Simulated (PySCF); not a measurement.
PySCF input for C₅H₇F, SMILES C=C/C=C(/C)F, TDA-LC-ωPBE/def2-SVPD. Geometry optimised at PBE0-D3(BJ)/def2-SVP. One conformer was computed; it need not be the lowest.

```python
import numpy as np
from pyscf import gto, scf, dft, tdscf

mol = gto.M(
    atom='''
    C    -0.24307086    2.77437557   -0.00000000
    C     0.26496786    1.53334955    0.00000000
    C    -0.53245129    0.32285022    0.00000000
    C    -0.02364340   -0.91899734    0.00000000
    C    -0.75796587   -2.20616743   -0.00000000
    F     1.30653349   -1.08881686   -0.00000000
    H    -1.32353477    2.94924352   -0.00000000
    H     0.40457033    3.65382591   -0.00000000
    H     1.35110888    1.39632236   -0.00000000
    H    -1.62173139    0.41462373    0.00000000
    H    -0.48689994   -2.80287627   -0.88626514
    H    -1.84243320   -2.04137464    0.00000000
    H    -0.48689994   -2.80287627    0.88626515
    ''',
    basis='def2-SVPD',
    charge=0,
    spin=0,
    symmetry=True,
    max_memory=1600,
    verbose=4,
)
mf = dft.RKS(mol, xc='lc_wpbe').density_fit(auxbasis='def2-universal-jkfit')
mf.grids.level = 3
mf.conv_tol = 1e-9
mf.max_cycle = 100
mf.kernel()
mf.grids = dft.Grids(mol).set(level=1).build(with_non0tab=True)  # coarser grid for the response kernel
td = tdscf.TDA(mf)
td.singlet = True
td.nstates = 10
td.conv_tol = 1e-4
td.positive_eig_threshold = 1e-6
td.kernel(x0=td.get_init_guess(mf, 15))
td.analyze()
tt = tdscf.TDA(mf)
tt.singlet = False
tt.nstates = 4
tt.conv_tol = 1e-4
tt.positive_eig_threshold = 1e-6
tt.kernel(x0=tt.get_init_guess(mf, 9))
tt.analyze(verbose=3)
```

Log of the run:

```
PySCF version 2.14.0

[INPUT] verbose = 4
[INPUT] num. atoms = 13
[INPUT] num. electrons = 46
[INPUT] charge = 0
[INPUT] spin (= nelec alpha-beta = 2S) = 0
[INPUT] symmetry True subgroup None
[INPUT] Mole.unit = angstrom
[INPUT] Symbol           X                Y                Z      unit          X                Y                Z       unit  Magmom
[INPUT]  1 C     -0.243070860000   2.774375570000   0.000000000000 AA   -0.459337354262   5.242809993984   0.000000000000 Bohr   0.0
[INPUT]  2 C      0.264967860000   1.533349550000   0.000000000000 AA    0.500716687212   2.897610702725   0.000000000000 Bohr   0.0
[INPUT]  3 C     -0.532451290000   0.322850220000   0.000000000000 AA   -1.006187112771   0.610098495056   0.000000000000 Bohr   0.0
[INPUT]  4 C     -0.023643400000  -0.918997340000   0.000000000000 AA   -0.044679550654  -1.736653281804   0.000000000000 Bohr   0.0
[INPUT]  5 C     -0.757965870000  -2.206167430000   0.000000000000 AA   -1.432347906068  -4.169052227636   0.000000000000 Bohr   0.0
[INPUT]  6 F      1.306533490000  -1.088816860000   0.000000000000 AA    2.468990468672  -2.057565665209   0.000000000000 Bohr   0.0
[INPUT]  7 H     -1.323534770000   2.949243520000   0.000000000000 AA   -2.501118231639   5.573262527448   0.000000000000 Bohr   0.0
[INPUT]  8 H      0.404570330000   3.653825910000   0.000000000000 AA    0.764527121825   6.904730276740   0.000000000000 Bohr   0.0
[INPUT]  9 H      1.351108880000   1.396322360000   0.000000000000 AA    2.553225747668   2.638666842006   0.000000000000 Bohr   0.0
[INPUT] 10 H     -1.621731390000   0.414623730000   0.000000000000 AA   -3.064628174710   0.783525294446   0.000000000000 Bohr   0.0
[INPUT] 11 H     -0.486899940000  -2.802876270000  -0.886265140000 AA   -0.920107536667  -5.296668511342  -1.674798388349 Bohr   0.0
[INPUT] 12 H     -1.842433200000  -2.041374640000   0.000000000000 AA   -3.481694150806  -3.857638987233   0.000000000000 Bohr   0.0
[INPUT] 13 H     -0.486899940000  -2.802876270000   0.886265150000 AA   -0.920107536667  -5.296668511342   1.674798407247 Bohr   0.0

nuclear repulsion = 217.526505743359
point group symmetry = Cs
symmetry origin: [8.21620059e-10 8.21620144e-10 4.10810024e-10]
symmetry axis x: [ 1.00000000e+00 -6.28457831e-10 -1.62521163e-10]
symmetry axis y: [-6.28457831e-10 -1.00000000e+00  1.88957089e-10]
symmetry axis z: [1.62521163e-10 1.88957066e-10 1.00000000e+00]
num. orbitals of irrep A' = 124
num. orbitals of irrep A" = 55
number of shells = 77
number of NR pGTOs = 253
number of NR cGTOs = 179
basis = def2-SVPD
ecp = {}


[settings echo left out]
init E= -294.97690491997
HOMO (A") = -0.241932567307111  LUMO (A") = -0.0460458489532994  gap/eV = 5.33035
cycle= 1 E= -294.100375859295  delta_E= 0.877  |g|= 0.507  |ddm|= 5.62
HOMO (A") = -0.322828461291266  LUMO (A") = 0.0345131566283586  gap/eV = 9.72376
cycle= 2 E= -294.116424496057  delta_E= -0.016  |g|= 0.508  |ddm|= 1.19
HOMO (A") = -0.326719765206849  LUMO (A") = 0.0492927025208406  gap/eV = 10.23182
cycle= 3 E= -294.160662223379  delta_E= -0.0442  |g|= 0.0471  |ddm|= 0.678
HOMO (A") = -0.329971196697296  LUMO (A") = 0.0514869084287819  gap/eV = 10.38000
cycle= 4 E= -294.161378428733  delta_E= -0.000716  |g|= 0.0194  |ddm|= 0.153
HOMO (A") = -0.330029638114043  LUMO (A") = 0.0527586475775458  gap/eV = 10.41620
cycle= 5 E= -294.161485196071  delta_E= -0.000107  |g|= 0.00922  |ddm|= 0.0474
HOMO (A") = -0.330265251061932  LUMO (A") = 0.0529876570056712  gap/eV = 10.42884
cycle= 6 E= -294.161508863841  delta_E= -2.37e-05  |g|= 0.00168  |ddm|= 0.0209
HOMO (A") = -0.330478557354111  LUMO (A") = 0.0530392929566695  gap/eV = 10.43605
cycle= 7 E= -294.161511769276  delta_E= -2.91e-06  |g|= 0.00091  |ddm|= 0.00857
HOMO (A") = -0.330540701847184  LUMO (A") = 0.053073814280537  gap/eV = 10.43868
cycle= 8 E= -294.161512140331  delta_E= -3.71e-07  |g|= 0.000232  |ddm|= 0.00306
HOMO (A") = -0.330541760916287  LUMO (A") = 0.0530978877714608  gap/eV = 10.43937
cycle= 9 E= -294.161512170703  delta_E= -3.04e-08  |g|= 8.62e-05  |ddm|= 0.0012
HOMO (A") = -0.330548748224358  LUMO (A") = 0.0530916241177264  gap/eV = 10.43939
cycle= 10 E= -294.161512173337  delta_E= -2.63e-09  |g|= 3.82e-05  |ddm|= 0.000209
HOMO (A") = -0.330549044752747  LUMO (A") = 0.0530904276186398  gap/eV = 10.43936
cycle= 11 E= -294.161512173925  delta_E= -5.87e-10  |g|= 6.24e-06  |ddm|= 0.000146
HOMO (A") = -0.330547232601506  LUMO (A") = 0.0530912378379857  gap/eV = 10.43933
Extra cycle  E= -294.161512173949  delta_E= -2.39e-11  |g|= 3.41e-06  |ddm|= 2.63e-05
converged SCF energy = -294.161512173949
tot grids = 48504
Overwritten attributes  positive_eig_threshold  of <class 'pyscf.tdscf.rks.TDA'>


******** <class 'pyscf.tdscf.rks.TDA'> for <class 'pyscf.df.df_jk.DFSymAdaptedRKS'> ********
nstates = 10 singlet
deg_eia_thresh = 1.000e-03
wfnsym = None
conv_tol = 0.0001
eigh lindep = 1e-12
eigh level_shift = 0
eigh max_cycle = 100


Excitation energies (eV)
[6.2948833  6.92607725 7.62541379 7.80676634 7.86642741 8.12456512
 8.45337543 8.57985586 8.67476928 8.97772229]

** Singlet excitation energies and oscillator strengths **
Excited State   1:   A'      6.29488 eV    196.96 nm  f=1.1170
      23 -> 24       -0.68568
Excited State   2:   A"      6.92608 eV    179.01 nm  f=0.0000
      23 -> 25       -0.61724
      23 -> 26        0.17835
      23 -> 28        0.22560
Excited State   3:   A"      7.62541 eV    162.59 nm  f=0.0243
      23 -> 26       -0.42403
      23 -> 27        0.47450
      23 -> 28        0.17965
      23 -> 30        0.10820
Excited State   4:   A"      7.80677 eV    158.82 nm  f=0.0057
      21 -> 24        0.28515
      22 -> 25       -0.10842
      23 -> 25        0.10711
      23 -> 26        0.43274
      23 -> 27        0.40491
      23 -> 33       -0.11409
Excited State   5:   A"      7.86643 eV    157.61 nm  f=0.0051
      21 -> 24        0.61455
      23 -> 26       -0.16049
      23 -> 27       -0.23970
Excited State   6:   A'      8.12457 eV    152.60 nm  f=0.0553
      22 -> 24        0.26808
      23 -> 29       -0.62760
      23 -> 32        0.11710
Excited State   7:   A"      8.45338 eV    146.67 nm  f=0.0199
      20 -> 24        0.11020
      22 -> 26       -0.12008
      23 -> 25        0.22590
      23 -> 27       -0.12132
      23 -> 28        0.52846
      23 -> 30       -0.12228
      23 -> 31        0.14123
      23 -> 33       -0.11170
      23 -> 39       -0.10787
      23 -> 41        0.12752
Excited State   8:   A"      8.57986 eV    144.51 nm  f=0.0000
      19 -> 24       -0.17162
      20 -> 24       -0.62810
      20 -> 29        0.10176
Excited State   9:   A'      8.67477 eV    142.93 nm  f=0.0067
      22 -> 24        0.62425
      23 -> 29        0.25278
Excited State  10:   A"      8.97772 eV    138.10 nm  f=0.0038
      22 -> 27       -0.12903
      23 -> 25       -0.11360
      23 -> 28       -0.17331
      23 -> 30       -0.37123
      23 -> 31        0.45985
      23 -> 34        0.14380
      23 -> 36       -0.15097

** Transition electric dipole moments (AU) **
state          X           Y           Z        Dip. S.      Osc.
  1         0.3173     -2.6725      0.0000      7.2431      1.1170
  2         0.0000      0.0000      0.0057      0.0000      0.0000
  3        -0.0000      0.0000     -0.3607      0.1301      0.0243
  4        -0.0000     -0.0000      0.1730      0.0299      0.0057
  5        -0.0000      0.0000     -0.1622      0.0263      0.0051
  6        -0.0494      0.5250      0.0000      0.2780      0.0553
  7        -0.0000     -0.0000     -0.3096      0.0959      0.0199
  8        -0.0000     -0.0000      0.0117      0.0001      0.0000
  9        -0.0854      0.1551     -0.0000      0.0314      0.0067
 10         0.0000      0.0000      0.1316      0.0173      0.0038

** Transition velocity dipole moments (imaginary part, AU) **
state          X           Y           Z        Dip. S.      Osc.
  1        -0.0441     -0.3249      0.0000      0.1075      0.3098
  2        -0.0000     -0.0000      0.0394      0.0015      0.0041
  3        -0.0000     -0.0000     -0.1279      0.0163      0.0389
  4         0.0000      0.0000      0.0451      0.0020      0.0047
  5         0.0000     -0.0000     -0.0293      0.0009      0.0020
  6         0.0205      0.0889      0.0000      0.0083      0.0186
  7         0.0000      0.0000     -0.0690      0.0048      0.0102
  8         0.0000      0.0000      0.0101      0.0001      0.0002
  9        -0.0217      0.0261     -0.0000      0.0012      0.0024
 10         0.0000      0.0000      0.0569      0.0032      0.0066

** Transition magnetic dipole moments (imaginary part, AU) **
state          X           Y           Z
  1         0.0000     -0.0000     -0.0352
  2        -0.1806      0.3476     -0.0000
  3         0.7512     -0.1632      0.0000
  4        -0.7950     -0.4636      0.0000
  5         0.2890     -0.6238     -0.0000
  6        -0.0000     -0.0000      0.4702
  7        -0.1613      0.5228      0.0000
  8         0.1971     -0.1490     -0.0000
  9         0.0000      0.0000     -0.4024
 10         0.2056     -0.0785      0.0000


******** <class 'pyscf.tdscf.rks.TDA'> for <class 'pyscf.df.df_jk.DFSymAdaptedRKS'> ********
nstates = 4 triplet
deg_eia_thresh = 1.000e-03
wfnsym = None
conv_tol = 0.0001
eigh lindep = 1e-12
eigh level_shift = 0
eigh max_cycle = 100


Excitation energies (eV)
[3.04310499 4.90387768 6.74938833 7.35117891]

** Triplet excitation energies and oscillator strengths **
Excited State   1:   A'      3.04310 eV    407.43 nm  f=0.0000
Excited State   2:   A'      4.90388 eV    252.83 nm  f=0.0000
Excited State   3:   A"      6.74939 eV    183.70 nm  f=0.0000
Excited State   4:   A"      7.35118 eV    168.66 nm  f=0.0000
```

The calculation finished and met its thresholds.
